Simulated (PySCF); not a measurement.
Species: C₃H₁₁FSi₂.
Structure used (PBE0-D3(BJ)/def2-SVP), in Å, numbered top down from 1:
```xyz
17
C3H11FSi2 angstrom
C      2.3881    0.2233    0.9142
Si     1.5554   -0.7472   -0.4567
C     -0.2233   -0.0878   -0.6908
F     -0.0984    1.2817   -0.9642
C     -1.1437   -0.2732    0.5016
Si    -2.7160    0.7840    0.3969
H      3.4535   -0.0376    1.0001
H      1.9117    0.0361    1.8886
H      2.3106    1.2993    0.6948
H      2.2946   -0.5773   -1.7449
H      1.4799   -2.2086   -0.1365
H     -0.6872   -0.5488   -1.5822
H     -1.4432   -1.3327    0.5682
H     -0.6339   -0.0322    1.4511
H     -3.6905    0.3079    1.4276
H     -3.3349    0.6266   -0.9554
H     -2.4370    2.2270    0.6483
```

The closed-shell ground state was solved at several levels (PySCF, density fitting, gas phase, non-relativistic).

```tsv
level	basis functions	HOMO (eV)	LUMO (eV)	gap (eV)	dipole (D)
PBE0/pcSseg-1	171	-7.97	0.69	8.66	1.76
B3LYP/def2-SVPD	219	-7.78	0.01	7.79	1.76
```

Task: What might CAM-B3LYP/pcSseg-1 (171 basis functions) give for the same quantities?

Result: HOMO -9.33 eV, LUMO 1.64 eV, gap 10.97 eV, dipole 1.80 D.

Task: Over all these levels, which gives the widest orbital gap and which the narrowest?

Result: CAM-B3LYP/pcSseg-1 (range-separated hybrid) has the widest, 10.97 eV, and B3LYP/def2-SVPD (global hybrid, 20 % exact exchange) the narrowest, 7.79 eV. Functional and basis both differ between the two, so the spread mixes both effects.

Task: How far do the dipole and the HOMO energy spread over the levels?

Result: The dipole runs from 1.76 to 1.80 D (mean 1.77 D) and the HOMO from -9.33 to -7.78 eV.

One conformer stands for the species.
